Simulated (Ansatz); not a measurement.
Born–Oppenheimer molecular dynamics of CH₇BSi₂ (11 atoms, charge 0, multiplicity 1). It starts from a relaxed structure.

Computed with RKS PBE-D4/6-31G* in Ansatz 0.2.0.

```json
{
 "ensemble": "NVT, Langevin thermostat",
 "time step": "0.5 fs",
 "steps asked": "150",
 "set temperature": "500 K",
 "friction": "0.05 /fs",
 "temperature schedule": "37 steps to 500 K, then 113 steps to 1000 K",
 "seed": "961972"
}
```

First frame:

```xyz
11
Properties=species:S:1:pos:R:3
B 0.514 -0.333 1.024
C 1.003 -1.043 -0.260
Si -0.703 -0.246 -0.846
Si -0.221 1.472 0.785
H -0.101 -0.984 1.842
H 1.092 -2.137 -0.267
H 1.745 -0.563 -0.917
H -0.480 0.341 -2.205
H -1.908 -1.129 -0.809
H 0.409 2.569 -0.023
H -1.284 1.997 1.697
```

(1) How far do the bonds stretch over the last three quarters of this one trajectory? (Pairs bonded in most of those frames.)

Answers

(1) 
| bond | mean (Å) | spread (Å) | shortest | longest |
| --- | --- | --- | --- | --- |
| B1–C2 | 1.559 | 0.027 | 1.51 | 1.61 |
| B1–Si3 | 2.156 | 0.042 | 2.09 | 2.23 |
| B1–Si4 | 1.976 | 0.074 | 1.85 | 2.09 |
| B1–H5 | 1.219 | 0.030 | 1.17 | 1.28 |
| C2–Si3 | 1.924 | 0.009 | 1.90 | 1.95 |
| C2–H6 | 1.111 | 0.035 | 1.04 | 1.18 |
| C2–H7 | 1.115 | 0.074 | 0.99 | 1.24 |
| Si3–Si4 | 2.421 | 0.052 | 2.34 | 2.49 |
| Si3–H8 | 1.505 | 0.052 | 1.40 | 1.61 |
| Si3–H9 | 1.497 | 0.052 | 1.41 | 1.57 |
| Si4–H10 | 1.520 | 0.048 | 1.43 | 1.61 |
| Si4–H11 | 1.500 | 0.041 | 1.40 | 1.58 |

Mean temperature of the second half: 646 K. The schedule's set-point averaged 834 K over the second half and the system 646 K, so it lags behind the ramp. A run of 0.075 ps of so small a system gives no equilibrium averages.

Time of the run: 8.2 min on 1 thread of Arm Neoverse V1 (shared host), peak memory 0.13 GiB.
